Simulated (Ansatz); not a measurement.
Triphenyltelluronium bromide, `[Br-].c1ccc([Te+](c2ccccc2)c2ccccc2)cc1`. Charge 0, multiplicity 1. Geometry PBE-D4/def2-SVP.

```xyz
35

Br   -0.033    0.876    4.079
C    -0.977    2.032   -3.669
C     0.104    1.242   -3.244
C     0.293    0.978   -1.877
C    -0.601    1.506   -0.927
Te   -0.460    1.244    1.292
C     1.571    0.571    1.086
C     2.520    1.450    0.543
C     3.856    1.029    0.435
C     4.227   -0.256    0.858
C     3.264   -1.124    1.399
C     1.929   -0.711    1.526
C    -1.464   -0.687    1.157
C    -1.648   -1.304   -0.092
C    -2.321   -2.535   -0.151
C    -2.817   -3.131    1.019
C    -2.636   -2.496    2.257
C    -1.955   -1.270    2.335
C    -1.676    2.304   -1.357
C    -1.869    2.563   -2.724
H    -1.122    2.237   -4.740
H     0.807    0.826   -3.983
H     1.141    0.353   -1.557
H     2.232    2.454    0.196
H     4.609    1.714    0.016
H     5.274   -0.583    0.769
H     3.554   -2.130    1.737
H     1.179   -1.375    1.980
H    -1.275   -0.842   -1.016
H    -2.458   -3.027   -1.127
H    -3.348   -4.093    0.964
H    -3.022   -2.956    3.181
H    -1.779   -0.777    3.307
H    -2.380    2.733   -0.622
H    -2.717    3.185   -3.052
```

In the def2 sets Te takes a core potential; there is no spin–orbit coupling. Single mean-field runs in def2-TZVP are fitted with def2-universal-jkfit.

(1) Estimate the orbital energies around the gap (eV) in Ansatz with LDA (SPW92)/def2-TZVP, r2SCAN-D4/def2-TZVP, B97M-V/def2-TZVP, PBE0-D4/def2-SVP, PBE0-D4/def2-TZVP.

Answers

(1) 
```tsv
orbital	LDA (SPW92)/def2-TZVP	r2SCAN-D4/def2-TZVP	B97M-V/def2-TZVP	PBE0-D4/def2-SVP	PBE0-D4/def2-TZVP
HOMO−13	-8.68	-8.93	-9.04	-10.09	-10.09
HOMO−12	-8.65	-8.89	-9.00	-10.06	-10.06
HOMO−11	-8.40	-8.54	-8.58	-9.58	-9.58
HOMO−10	-8.32	-8.47	-8.51	-9.53	-9.51
HOMO−9	-8.06	-8.18	-8.22	-9.16	-9.15
HOMO−8	-7.10	-7.08	-7.04	-7.88	-7.90
HOMO−7	-7.02	-6.98	-6.93	-7.78	-7.80
HOMO−6	-6.93	-6.91	-6.88	-7.70	-7.73
HOMO−5	-6.89	-6.87	-6.82	-7.65	-7.67
HOMO−4	-6.81	-6.79	-6.73	-7.57	-7.58
HOMO−3	-6.77	-6.73	-6.68	-7.51	-7.53
HOMO−2	-5.75	-5.82	-5.86	-6.46	-6.66
HOMO−1	-5.63	-5.70	-5.75	-6.35	-6.56
HOMO	-5.47	-5.53	-5.57	-6.16	-6.33
LUMO	-2.61	-2.29	-2.24	-1.51	-1.62
LUMO+1	-2.24	-1.85	-1.78	-1.03	-1.18
LUMO+2	-2.15	-1.75	-1.66	-0.92	-1.04
LUMO+3	-2.00	-1.59	-1.52	-0.74	-0.87
LUMO+4	-1.83	-1.41	-1.34	-0.55	-0.68
LUMO+5	-1.73	-1.30	-1.22	-0.43	-0.55
```
